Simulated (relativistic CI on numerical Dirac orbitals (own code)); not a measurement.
## What each ingredient does to the levels of Lu54+

Base calculation: Dirac-Coulomb-Breit CI, separate exchange-only KLI orbitals for each configuration, model QED (radiative potential, 1s self-energy scaled to tabulated hydrogen-like ionisation energies), unscaled Slater integrals.

Configurations in the expansion (outside the closed core [Ne]): 3s²3p⁵, 3s3p⁶, 3s²3p⁴3d, 3s3p⁵3d, 3p⁶3d, 3s3p⁴3d², 3s²3p³3d4p, 3p⁶4s, 3s3p⁴3d4s, 3s²3p⁴4s, 3p⁶4p, 3s²3p⁴4p, 3s²3p³3d², 3s²3p²3d³, 3s3p³3d³, 3s²3p²3d²4s, 3s²3p²3d²4p. Double excitations out of closed p, d and f shells are left out; levels of such configurations are missing from the list, as are those of other unlisted configurations, and high levels can miss mixing partners.

Variants: (1) non-relativistic limit. Shifts of the energy above 3s²3p⁵ ²P°3/2, in eV, for the lowest level and the first level of each name with at least 55 % of one term (blank where a level changes its place among those of its configuration and J or its character, or is not in the variant):

| Level | Base | Δ(1) |
| --- | --- | --- |
| 3s²3p⁵ ²P°3/2 | 0.000 | 0.000 |
| 3s²3p⁴3d ²D3/2 | 251.298 |  |
| 3s²3p⁵ ²P°1/2 | 285.041 | -285.040 |
| 3s²3p⁴3d ⁴F9/2 | 292.621 | -78.897 |
| 3s²3p⁴3d ²P1/2 | 298.199 | -82.865 |
| 3s3p⁶ ²S1/2 | 466.768 | -321.935 |
| 3s²3p⁴3d ⁴D1/2 | 497.496 |  |
| 3s²3p⁴3d ²G7/2 | 517.303 | -291.967 |
| 3s²3p⁴3d ²G9/2 | 581.290 | -355.954 |
| 3s3p⁵3d ⁴P°1/2 | 671.706 | -329.663 |

At this charge energies of transitions that change n are usually good to better than 1 %, and those within a shell (Δn = 0) to a few per cent.

Ionisation energy from the two ground configurations alone: base 5281.99 eV. The NIST ASD value (theoretical) is 5282 eV.

LS names give the leading component of a level, which can be under half, so a name can repeat, a term be missing and a line seem to break the LS rules.
